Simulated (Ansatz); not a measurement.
Molecule: sum formula InHCl₂ (charge 0, singlet). 
Structure (B3LYP-D3(BJ)/def2-TZVP (Ansatz, an electronic-structure program) minimum search):
SMILES: [Cl][InH][Cl]
```xyz
4

Cl    -0.4276     2.0477    -0.0030
In    -0.4206    -0.2862    -0.0123
Cl     1.7472    -1.1496     0.0416
H     -1.8249    -1.2420    -0.0534
```
Charge 0, spin multiplicity 1.

Wanted: vertical ionisation energy (to the doublet state of charge +1; each state is the SCF solution reached for its spin), in eV. Valence correlation only, unless marked. Open shells are spin-unrestricted. Spin-orbit coupling is left out. The frozen core is the preceding noble-gas configuration, with the filled d and f shells of earlier blocks. Past Kr the def2 sets carry scalar-relativistic core potentials. CBS(X,Y): correlation extrapolated as X^-3; Hartree-Fock from the larger set.

```csv
level,program,vertical ionisation energy (eV)
HF/def2-SVPD,Ansatz,10.61
r2SCAN/def2-TZVPD,Ansatz,10.75
B3LYP/def2-TZVPD,Ansatz,10.91
PBE0/def2-TZVPD,Ansatz,10.98
BHLYP/def2-TZVPD,Ansatz,11.24
wB97M-V/def2-TZVPD,Ansatz,11.40
B2PLYP/def2-TZVPD,Ansatz,11.27
```

Problem. What does CCSD(T)/CBS(def2-TZVPPD,def2-QZVPPD) (Ansatz) give?

Solution. 11.56 eV
